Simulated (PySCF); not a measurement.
PySCF input file for Si(Cl)(F)(SeH)2 (ClFH2Se2Si), SMILES F[Si](Cl)([SeH])[SeH], ωB97X-D3(BJ)/def2-SVP. 

```python
import numpy as np
from pyscf import gto, scf, dft
from pyscf.geomopt import geometric_solver

mol = gto.M(
    atom='''
    F    -1.06181675   -0.88903606   -1.41847252
    Si   -0.48718706   -0.16790669   -0.10329013
    Cl   -1.99783502   -0.01440870    1.20183052
    Se    0.27261089    1.80098262   -0.97332993
    Se    1.12337765   -1.51467313    0.79272734
    H     0.86395408    2.26169990    0.25596361
    H     2.01260073   -1.39925635   -0.33427995
    ''',
    basis='def2-SVP',
    charge=0,
    spin=0,
    max_memory=1600,
    verbose=3,
)
mf = dft.RKS(mol, xc='wb97x-d3bj').density_fit(auxbasis='def2-universal-jkfit')
mf.grids.level = 3
mf.conv_tol = 1e-9
mf.max_cycle = 100
mf.kernel()
grad = mf.nuc_grad_method()
grad.grid_response = mol.nao <= 150
conv, mol_eq = geometric_solver.kernel(grad, convergence_set='GAU_TIGHT', maxsteps=100)
print(mol_eq.tostring(format='xyz'))
mf.reset(mol_eq)
mf.kernel()
```

It prints:

```
converged SCF energy = -5653.0086831429
[banner and settings of the optimiser left out]
Geometry optimization cycle 1
Cartesian coordinates (Angstrom)
 Atom        New coordinates             dX        dY        dZ
   F  -1.061817  -0.889036  -1.418473    0.000000  0.000000  0.000000
  Si  -0.487187  -0.167907  -0.103290    0.000000  0.000000  0.000000
  Cl  -1.997835  -0.014409   1.201831    0.000000  0.000000  0.000000
  Se   0.272611   1.800983  -0.973330    0.000000  0.000000  0.000000
  Se   1.123378  -1.514673   0.792727    0.000000  0.000000  0.000000
   H   0.863954   2.261700   0.255964    0.000000  0.000000  0.000000
   H   2.012601  -1.399256  -0.334280    0.000000  0.000000  0.000000

WARN: Mole.unit (angstrom) is changed to Bohr

converged SCF energy = -5653.00868314293
--------------- DFRKS_Scanner gradients ---------------
         x                y                z
0 F     0.0051394116     0.0033142036     0.0085201219
1 Si    -0.0283679823    -0.0016117391     0.0105885664
2 Cl     0.0089957573    -0.0018087980    -0.0125086830
3 Se     0.0087598688     0.0118063645     0.0057185751
4 Se     0.0158265225    -0.0058391726    -0.0117219818
5 H    -0.0048153911    -0.0025865161    -0.0115138908
6 H    -0.0055381174    -0.0032743585     0.0109172803
----------------------------------------------
cycle 1: E = -5653.00868314  dE = -5653.01  norm(grad) = 0.0475809
Step    0 : Gradient = 1.798e-02/3.032e-02 (rms/max) Energy = -5653.0086831429
Hessian Eigenvalues: 2.30000e-02 2.30000e-02 5.00000e-02 ... 2.50000e-01 3.43351e-01 5.00341e-01

Geometry optimization cycle 2
Cartesian coordinates (Angstrom)
 Atom        New coordinates             dX        dY        dZ
   F  -1.077540  -0.918797  -1.450922   -0.015723 -0.029761 -0.032450
  Si  -0.476920  -0.184177  -0.141474    0.010267 -0.016270 -0.038184
  Cl  -1.961507   0.015476   1.221864    0.036328  0.029884  0.020033
  Se   0.282585   1.753788  -0.977395    0.009974 -0.047195 -0.004066
  Se   1.099087  -1.454722   0.817688   -0.024291  0.059951  0.024961
   H   0.878072   2.173611   0.303460    0.014118 -0.088089  0.047497
   H   1.981922  -1.307776  -0.352070   -0.030679  0.091480 -0.017790
converged SCF energy = -5653.01211284337
--------------- DFRKS_Scanner gradients ---------------
         x                y                z
0 F     0.0022429400     0.0002101119     0.0009540987
1 Si    -0.0077676055     0.0013498977     0.0055394597
2 Cl     0.0046399861    -0.0005568117    -0.0049187415
3 Se    -0.0010690796    -0.0021264444    -0.0024536886
4 Se    -0.0009411353    -0.0008219204     0.0006259040
5 H     0.0015308300     0.0018825763     0.0023619883
6 H     0.0013640941     0.0000626366    -0.0021090792
----------------------------------------------
cycle 2: E = -5653.01211284  dE = -0.0034297  norm(grad) = 0.013277
Step    1 : Displace = 6.930e-02/1.011e-01 (rms/max) Trust = 1.000e-01 (=) Grad = 5.018e-03/9.636e-03 (rms/max) E (change) = -5653.0121128434 (-3.430e-03) Quality = 1.082
Hessian Eigenvalues: 2.28856e-02 2.30002e-02 4.99985e-02 ... 2.50007e-01 3.24071e-01 4.97412e-01

Geometry optimization cycle 3
Cartesian coordinates (Angstrom)
 Atom        New coordinates             dX        dY        dZ
   F  -1.099709  -0.916096  -1.463386   -0.022169  0.002701 -0.012464
  Si  -0.472265  -0.186655  -0.160138    0.004655 -0.002478 -0.018664
  Cl  -1.947343   0.021380   1.231629    0.014164  0.005904  0.009766
  Se   0.282474   1.756762  -0.979275   -0.000111  0.002975 -0.001879
  Se   1.098310  -1.440836   0.820544   -0.000777  0.013886  0.002856
   H   0.876066   2.130920   0.308985   -0.002007 -0.042691  0.005524
   H   1.988163  -1.288075  -0.337204    0.006241  0.019700  0.014866
converged SCF energy = -5653.01245715053
--------------- DFRKS_Scanner gradients ---------------
         x                y                z
0 F     0.0005830920    -0.0003332256    -0.0011220344
1 Si    -0.0014039718     0.0009811237     0.0027957058
2 Cl     0.0016084990     0.0000189561    -0.0013556220
3 Se    -0.0002652369    -0.0011766993     0.0000627296
4 Se    -0.0002445565     0.0000176971     0.0000826426
5 H     0.0000436527     0.0003049520     0.0001129953
6 H    -0.0003214267     0.0001871866    -0.0005763316
----------------------------------------------
cycle 3: E = -5653.01245715  dE = -0.000344307  norm(grad) = 0.00435765
Step    2 : Displace = 2.413e-02/4.273e-02 (rms/max) Trust = 1.414e-01 (+) Grad = 1.647e-03/3.279e-03 (rms/max) E (change) = -5653.0124571505 (-3.443e-04) Quality = 1.250
Hessian Eigenvalues: 2.17181e-02 2.30020e-02 4.99645e-02 ... 2.50979e-01 3.01804e-01 5.07200e-01

Geometry optimization cycle 4
Cartesian coordinates (Angstrom)
 Atom        New coordinates             dX        dY        dZ
   F  -1.120695  -0.912299  -1.466246   -0.020987  0.003797 -0.002860
  Si  -0.473596  -0.186556  -0.171137   -0.001331  0.000099 -0.010998
  Cl  -1.944144   0.019638   1.235544    0.003199 -0.001742  0.003915
[...]
  Se   0.878195  -1.558226   0.816021    0.028733  0.009926 -0.008803
   H   1.077839   1.984491   0.440270   -0.020280  0.009090 -0.001490
   H   1.908036  -1.417367  -0.219726    0.018494  0.025784 -0.017025
converged SCF energy = -5653.01256307922
--------------- DFRKS_Scanner gradients ---------------
         x                y                z
0 F     0.0000023291     0.0000499029    -0.0000174058
1 Si    -0.0000549505    -0.0000095977     0.0000332253
2 Cl     0.0000467492    -0.0000342607     0.0000005446
3 Se     0.0000188708    -0.0000366413    -0.0000188100
4 Se    -0.0000137533    -0.0000002845    -0.0000090124
5 H    -0.0000107788     0.0000214161     0.0000015592
6 H     0.0000115164     0.0000094651     0.0000097836
----------------------------------------------
cycle 60: E = -5653.01256308  dE = -2.00078e-07  norm(grad) = 0.000116585
Step   59 : Displace = 2.275e-03/4.334e-03 (rms/max) Trust = 2.684e-03 (=) Grad = 4.481e-05/6.477e-05 (rms/max) E (change) = -5653.0125630792 (-2.001e-07) Quality = 0.361
Hessian Eigenvalues: 8.17674e-05 1.22824e-03 5.98144e-03 ... 2.68589e-01 3.40540e-01 4.89857e-01

Geometry optimization cycle 61
Cartesian coordinates (Angstrom)
 Atom        New coordinates             dX        dY        dZ
   F  -1.114573  -0.752906  -1.579224    0.000641 -0.016627  0.008612
  Si  -0.490217  -0.135753  -0.219868    0.000946 -0.009227  0.005120
  Cl  -2.029112   0.118503   1.102935    0.006686 -0.042151  0.018785
  Se   0.464359   1.780192  -0.887181   -0.040205  0.011849  0.005003
  Se   0.914644  -1.545305   0.804032    0.036449  0.012921 -0.011990
   H   1.051553   1.996155   0.439221   -0.026287  0.011665 -0.001049
   H   1.930395  -1.385048  -0.242762    0.022360  0.032318 -0.023036
converged SCF energy = -5653.01256246051
--------------- DFRKS_Scanner gradients ---------------
         x                y                z
0 F    -0.0000013960    -0.0000016375     0.0000050629
1 Si    -0.0000038275     0.0000022423    -0.0000058119
2 Cl     0.0000024333    -0.0000006839     0.0000019899
3 Se    -0.0000009849     0.0000062904     0.0000037427
4 Se     0.0000035125    -0.0000076412    -0.0000078955
5 H    -0.0000007187    -0.0000008732     0.0000022732
6 H     0.0000009861     0.0000023191     0.0000006791
----------------------------------------------
cycle 61: E = -5653.01256246  dE = 6.18709e-07  norm(grad) = 1.71737e-05
Step   60 : Displace = 2.715e-03/4.654e-03 (rms/max) Trust = 2.684e-03 (=) Grad = 4.556e-06/7.382e-06 (rms/max) E (change) = -5653.0125624605 (+6.187e-07) Quality = -1.560
Not rejecting step - energy change meets convergence criteria
Hessian Eigenvalues: 8.03010e-05 1.20391e-03 6.00975e-03 ... 2.70928e-01 3.42410e-01 4.89751e-01

Geometry optimization cycle 62
Cartesian coordinates (Angstrom)
 Atom        New coordinates             dX        dY        dZ
   F  -1.114553  -0.753161  -1.579014    0.000020 -0.000256  0.000210
  Si  -0.490169  -0.135966  -0.219686    0.000048 -0.000213  0.000182
  Cl  -2.028864   0.117276   1.103552    0.000248 -0.001227  0.000617
  Se   0.463258   1.780582  -0.886892   -0.001101  0.000389  0.000290
  Se   0.915652  -1.545014   0.803570    0.001007  0.000291 -0.000461
   H   1.050867   1.996514   0.439327   -0.000685  0.000359  0.000106
   H   1.930878  -1.384369  -0.243672    0.000483  0.000680 -0.000910
converged SCF energy = -5653.0125624339
--------------- DFRKS_Scanner gradients ---------------
         x                y                z
0 F    -0.0000015381    -0.0000014891     0.0000029687
1 Si     0.0000012867     0.0000014096    -0.0000037438
2 Cl    -0.0000004291    -0.0000000376     0.0000030921
3 Se    -0.0000019251     0.0000048423     0.0000057557
4 Se     0.0000035032    -0.0000050723    -0.0000089324
5 H    -0.0000007539    -0.0000008495     0.0000006663
6 H    -0.0000000763     0.0000011095     0.0000002458
----------------------------------------------
cycle 62: E = -5653.01256243  dE = 2.66064e-08  norm(grad) = 1.48964e-05
Step   61 : Displace = 1.224e-04/2.234e-04 (rms/max) Trust = 1.342e-03 (-) Grad = 2.878e-06/4.458e-06 (rms/max) E (change) = -5653.0125624339 (+2.661e-08) Quality = -19.020
Not rejecting step - energy change meets convergence criteria
Hessian Eigenvalues: 8.65930e-05 1.06255e-03 5.88695e-03 ... 2.53084e-01 3.42131e-01 4.91210e-01

Geometry optimization cycle 63
Cartesian coordinates (Angstrom)
 Atom        New coordinates             dX        dY        dZ
   F  -1.114547  -0.753038  -1.579035    0.000006  0.000124 -0.000021
  Si  -0.490164  -0.135946  -0.219655    0.000005  0.000020  0.000031
  Cl  -2.028848   0.117189   1.103615    0.000016 -0.000087  0.000062
  Se   0.463229   1.780631  -0.886814   -0.000029  0.000050  0.000078
  Se   0.915664  -1.545036   0.803516    0.000012 -0.000022 -0.000054
   H   1.050918   1.996550   0.439371    0.000051  0.000036  0.000044
   H   1.930818  -1.384488  -0.243812   -0.000060 -0.000119 -0.000140
converged SCF energy = -5653.0125624315
--------------- DFRKS_Scanner gradients ---------------
         x                y                z
0 F    -0.0000015697     0.0000003307     0.0000002490
1 Si     0.0000023011     0.0000007805     0.0000005482
2 Cl    -0.0000001626    -0.0000010159     0.0000029310
3 Se    -0.0000027105     0.0000029262     0.0000057140
4 Se     0.0000025981    -0.0000027145    -0.0000091531
5 H    -0.0000002659    -0.0000002237    -0.0000000230
6 H    -0.0000001406    -0.0000000720    -0.0000003640
----------------------------------------------
cycle 63: E = -5653.01256243  dE = 2.39652e-09  norm(grad) = 1.2854e-05
Step   62 : Displace = 6.713e-05/1.159e-04 (rms/max) Trust = 6.122e-05 (-) Grad = 1.355e-06/2.570e-06 (rms/max) E (change) = -5653.0125624315 (+2.397e-09) Quality = -3.618
Not rejecting step - energy change meets convergence criteria
Hessian Eigenvalues: 8.68658e-05 1.27337e-03 6.32429e-03 ... 2.31306e-01 3.25932e-01 4.91801e-01

Geometry optimization cycle 64
Cartesian coordinates (Angstrom)
 Atom        New coordinates             dX        dY        dZ
   F  -1.114556  -0.752917  -1.579099   -0.000009  0.000120 -0.000064
  Si  -0.490179  -0.135886  -0.219688   -0.000015  0.000060 -0.000033
  Cl  -2.028901   0.117435   1.103498   -0.000053  0.000246 -0.000116
  Se   0.463474   1.780563  -0.886846    0.000245 -0.000068 -0.000032
  Se   0.915425  -1.545115   0.803600   -0.000239 -0.000079  0.000084
   H   1.051124   1.996465   0.439359    0.000206 -0.000085 -0.000012
   H   1.930680  -1.384687  -0.243648   -0.000139 -0.000199  0.000163
converged SCF energy = -5653.01256243679
--------------- DFRKS_Scanner gradients ---------------
         x                y                z
0 F    -0.0000014948     0.0000009339    -0.0000004885
1 Si     0.0000010331     0.0000000374     0.0000015981
2 Cl     0.0000007675    -0.0000011791     0.0000026075
3 Se    -0.0000020270     0.0000026575     0.0000051400
4 Se     0.0000018814    -0.0000025639    -0.0000092385
5 H    -0.0000001816     0.0000000339    -0.0000000052
6 H     0.0000000296     0.0000000466     0.0000002637
----------------------------------------------
cycle 64: E = -5653.01256244  dE = -5.28598e-09  norm(grad) = 1.22027e-05
Step   63 : Displace = 2.057e-05/2.697e-05 (rms/max) Trust = 3.061e-05 (-) Grad = 9.928e-07/1.827e-06 (rms/max) E (change) = -5653.0125624368 (-5.286e-09) Quality = 71.489
Hessian Eigenvalues: 8.68658e-05 1.27337e-03 6.32429e-03 ... 2.31306e-01 3.25932e-01 4.91801e-01
Converged! =D

7
XYZ from PySCF
F          -1.11455583       -0.75291727       -1.57909930
Si         -0.49017895       -0.13588622       -0.21968807
Cl         -2.02890068        0.11743493        1.10349831
Se          0.46347424        1.78056342       -0.88684599
Se          0.91542520       -1.54511501        0.80360038
H           1.05112401        1.99646511        0.43935909
H           1.93067957       -1.38468676       -0.24364841
converged SCF energy = -5653.01256243678
```

The run converged.
